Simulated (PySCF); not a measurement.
## [VF5]3-: what the settings change

[VF5]3- holds V(II), d3, at total charge -3. The structure is a PBE0-D3(BJ)/def2-TZVP, IEF-PCM water geometry optimised for multiplicity 4; coordination trigonal bipyramidal, point group Cs, metal–donor distances 2.00–2.07 Å.

```
6

V     0.0000    0.0000    0.0000
F    -0.0184    0.0727    2.0708
F    -0.0184    0.0727   -2.0708
F    -0.5380   -1.9940    0.0000
F     1.9831   -0.5871    0.0000
F    -1.0483    1.7087    0.0000
```

Method (PySCF 2.14, density fitting): CASSCF(3,5) with orbitals averaged over all microstates of the shell, strongly contracted NEVPT2 on the averaged canonical orbitals; basis x2c-TZVPall on the metal, x2c-SVPall elsewhere; spin-free X2C; IEF-PCM water; spin-orbit coupling by state interaction with the mean-field operator over all roots.

Base run: NEVPT2 ground state 4A', next 4A' at 4721, then 4A'' at 6276 cm⁻¹, B(CASSCF) 899, ζ 164 cm⁻¹, D 1.66 cm⁻¹, g 1.930 1.935 1.970, μeff(300 K) 3.84 μB.

(1) What happens with the basis x2c-TZVPall on all atoms?

(2) What happens with orbitals averaged over the highest spin alone?

NEVPT2 lifts 4A' from 3810 to 4721 cm⁻¹; on the d shell alone such lifts tend to overshoot.

## Answers

(1) NEVPT2 ground state 4A', next 4A' at 4467, then 4A'' at 6092 cm⁻¹, B(CASSCF) 901, ζ 164 cm⁻¹, D 1.73 cm⁻¹, g 1.925 1.933 1.968, μeff(300 K) 3.84 μB. It took 13 s against 7.2 s on a shared host of the same kind.

(2) NEVPT2 ground state 4A', next 4A' at 4640, then 4A'' at 6327 cm⁻¹, B(CASSCF) 920, ζ 168 cm⁻¹, D 1.75 cm⁻¹, g 1.925 1.933 1.969, μeff(300 K) 3.84 μB.
